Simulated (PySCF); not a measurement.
TiH4, SMILES [TiH4], multiplicity 1. Atoms are numbered in the order given.

```xyz
5

Ti     0.0000     0.0000     0.0000
H      0.9798     0.9798     0.9798
H     -0.9798     0.9798    -0.9798
H     -0.9798    -0.9798     0.9798
H      0.9798    -0.9798    -0.9798
```

Geometry optimised at B3LYP-D3(BJ)/def2-TZVPD. The multiplicity is an assumed one; other spin states were not compared.

Two levels are set side by side: PBE/pcSseg-2 (PySCF) and B3LYP/pcSseg-2 (PySCF). GIAO shifts against TMS (¹H) at the same level; non-relativistic, no solvent, atoms listed together averaged. Differences are taken from unrounded values.

```json
[
 {"quantity": "δ(¹H) of H2, H3, H4, H5 (ppm)", "B3LYP": "11.88"}
]
```

Problem. What does PBE give, and how far is it from B3LYP? (An estimate is asked for; the answer gives what the named calculation found.)

Solution. 
```json
[
 {"quantity": "δ(¹H) of H2, H3, H4, H5 (ppm)", "PBE": "12.18", "PBE minus B3LYP": "0.30"}
]
```

Rough cost on one machine, each run with all the roots and properties that it gave: B3LYP against PBE within a factor of 2.
